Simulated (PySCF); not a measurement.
1,2,3,4-tetrahydronaphthalene, C10H12.
Bonds: C1–C2 (aromatic), C2–C3 (aromatic), C3–C4 (aromatic), C4–C5 (aromatic), C5–C6 (aromatic), C5–C7, C7–C8, C8–C9, C9–C10, C1–C6 (aromatic), C4–C10. Hydrogens: H11 on C1; H12 on C2; H13 on C3; H14 on C6; H15, H16 on C7; H17, H18 on C8; H19, H20 on C9; H21, H22 on C10.

Definitions: NICS(0) = −σiso at the ring centroid; NICS(1) = −σiso and NICS(1)zz = −σzz at ±1 Å along the ring normal z. Level: GIAO PBE0/pcSseg-1 (PySCF, non-relativistic, gas phase) on the PBE0-D3(BJ)/def2-SVP geometry, one conformer.

Ring bond lengths (Å), with Mayer bond orders in brackets: C1–C2 1.395 (1.41), C2–C3 1.390 (1.46), C3–C4 1.401 (1.43), C4–C5 1.406 (1.36), C5–C6 1.401 (1.43), C6–C1 1.390 (1.46); C4–C5 1.406 (1.36), C5–C7 1.510 (1.04), C7–C8 1.522 (1.05), C8–C9 1.522 (1.03), C9–C10 1.522 (1.05), C10–C4 1.510 (1.04).

What do the NICS probes read (ppm)?

| ring | type | NICS(0) | NICS(1), two faces | NICS(1)zz, two faces | rms pucker (Å) | centre to ring atoms, mean (Å) |
| --- | --- | --- | --- | --- | --- | --- |
| C1–C2–C3–C4–C5–C6 | 6-membered carbocycle; formal bonds all aromatic | -8.3 | -11.0 / -11.0 | -26.8 / -26.8 | 0.00 | 1.40 |
| C4–C5–C7–C8–C9–C10 | 6-membered carbocycle; formal bonds 1 aromatic, 5 single | 0.6 | -1.3 / -1.3 | 4.5 / 4.5 | 0.20 | 1.46 |

What can be read from them?

- C1–C2–C3–C4–C5–C6: mean NICS(1)zz -26.8 ppm, shielded. The ring is flat and has no four-coordinate atom; by the NICS criterion it is aromatic, though in fused rings the probe also feels the neighbouring ring.
- C4–C5–C7–C8–C9–C10: mean NICS(1)zz 4.5 ppm, deshielded. C7, C8, C9, C10 have four or more neighbours, and the NICS criterion for π rings isn't applied.

How equal are the bonds by HOMA? HOMA = 1 − mean of α(R − Ropt)² over the ring bonds, with Krygowski's 1993 parameters (CC: Ropt 1.388 Å, α 257.7 Å⁻²).

- C1–C2–C3–C4–C5–C6: HOMA 0.97 = 1 − EN − GEO, with mean bond length 1.397 Å, EN = α(Ropt − mean)² = 0.021 and GEO = α × variance = 0.009. The geometric and the magnetic index point the same way.

What field does 1 T along the ring normal induce along that normal at the first NICS(1) probe listed for ring C4–C5–C7–C8–C9–C10, 1 Å off the ring?

NICSzz × B0 = 4.5 ppm × 1 T = 4 μT, along the applied field.

List the ring angles and the Hirshfeld charges of the ring atoms.

- C1–C2–C3–C4–C5–C6: C1 119.5° (-0.057 e), C2 119.5° (-0.057 e), C3 121.5° (-0.057 e), C4 119.0° (+0.001 e), C5 119.0° (+0.001 e), C6 121.5° (-0.057 e); sum 720.0° against 720° for a flat convex ring.
- C4–C5–C7–C8–C9–C10: C4 121.3° (+0.001 e), C5 121.3° (+0.001 e), C7 113.4° (-0.069 e), C8 110.2° (-0.067 e), C9 110.2° (-0.067 e), C10 113.4° (-0.069 e); sum 689.9° against 720° for a flat convex ring.

How do the values depend on the level or the medium?

```json
{"level": "PBE0/pcSseg-1, gas", "NICS(0), C1–C2–C3–C4–C5–C6": "-8.3", "mean NICS(1)zz, C1–C2–C3–C4–C5–C6": "-26.8", "NICS(0), C4–C5–C7–C8–C9–C10": "0.6", "mean NICS(1)zz, C4–C5–C7–C8–C9–C10": "4.5"}
{"level": "wB97X-D/pcSseg-1, gas", "NICS(0), C1–C2–C3–C4–C5–C6": "-8.3", "mean NICS(1)zz, C1–C2–C3–C4–C5–C6": "-27.1", "NICS(0), C4–C5–C7–C8–C9–C10": "0.6", "mean NICS(1)zz, C4–C5–C7–C8–C9–C10": "4.6"}
```

The geometry is the same throughout.
